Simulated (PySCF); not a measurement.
## Radial density of S²⁺ (sulfur, charge +2)

UHF, [Ne] 3s2 3p2, high-spin 3P determinant. All numbers are calculated (PySCF 2.14, the non-relativistic Hamiltonian (point nucleus), in 6-31G*).

```
r (bohr)  4πr²ρ (e/bohr)  4πr²(ρα − ρβ)
 0.00182          0.1029         0.0000
 0.00306          0.2840         0.0000
 0.00515          0.7570         0.0001
 0.00866           1.904         0.0002
  0.0146           4.475         0.0004
  0.0245           9.214         0.0014
  0.0412           15.43         0.0057
  0.0693           18.31         0.0249
   0.117           14.12         0.0941
   0.196           12.60         0.2292
   0.330           17.63         0.2340
   0.555           10.68         0.0027
   0.933           2.822         0.5675
    1.57           2.783         1.3283
    2.64          0.6719         0.4021
    4.44         0.01403         0.0102
    7.47       1.406e-05         0.0000
```
